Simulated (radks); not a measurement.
The numbers below are computed, except where a source is named.
Problem. The mean radii <r> (bohr) of the occupied orbitals of an atom or ion are listed with their occupations. Level of theory: scalar-relativistic Kohn-Sham, Slater X-alpha with alpha = 0.751, spin-polarised, spherical densities, finite nucleus; Fermi nuclear charge, rms radius of each element as measured or else 0.836 A^(1/3) + 0.57 fm (a radial shooting solver on a logarithmic mesh with Libxc functionals).

orbital  occ.      <r>
1s up       1  0.04551
1s down     1  0.04551
2s up       1   0.2027
2s down     1   0.2027
2p up       3   0.1769
2p down     3   0.1769
3s up       1   0.5978
3s down     1   0.5974
3p up       3   0.6157
3p down     3   0.6149
3d up       5   0.6740
3d down     5   0.6687
4s up       1    1.862
4s down     1    1.846
4p up       2    2.270

Name the element and its charge. Open shells, if any, are filled with parallel spins first.

Solution. Z = 33, arsenic, charge +1: As+ in [Ar] 3d10 4s2 4p2. The 1s radius gives Z: for a bare nucleus <r> = (2 gamma + 1)/(2Z) with gamma = sqrt(1 - (Z/c)^2), 0.04456 bohr for Z = 33, and screening makes it slightly larger (0.04551 here). The occupations add up to 32, and the charge is Z minus that.
